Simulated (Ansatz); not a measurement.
C$_{3}$H$_{8}$SSi, SMILES `C[SiH2]C(C)=S` from Hartree–Fock to CCSD(T)

```xyz
13

C     1.508    0.572   -1.573
Si    0.067    0.763   -0.416
C    -0.267   -0.802    0.602
C    -1.398   -0.765    1.573
S     0.665   -2.112    0.394
H     2.419    0.344   -1.018
H     1.331   -0.244   -2.276
H     1.663    1.494   -2.139
H     0.288    1.871    0.558
H    -1.192    1.073   -1.153
H    -1.245    0.047    2.293
H    -1.508   -1.710    2.106
H    -2.331   -0.530    1.048
```

The species carries charge 0 and has multiplicity 1. All single points use the PBE0-D4/def2-TZVP geometry. It is one conformer, not always the lowest. Frozen core, restricted reference, the Gaussian-basis code of Ansatz. CBS rows extrapolate triple and quadruple zeta; past MP2 they add the triple-zeta difference.

```
     basis     HF (Eh)  MP2 corr.  CCSD corr.       (T)  CCSD(T) total
  def2-SVP  -804.40798   -0.64976    -0.71570  -0.02492     -805.14860
def2-TZVPP  -804.78001   -0.80979    -0.86977  -0.03986     -805.68964
def2-QZVPP  -804.80574   -0.86627           –         –              –
 CBS(def2)  -804.80929   -0.90811    -0.96809     as TZ     -805.81724
```
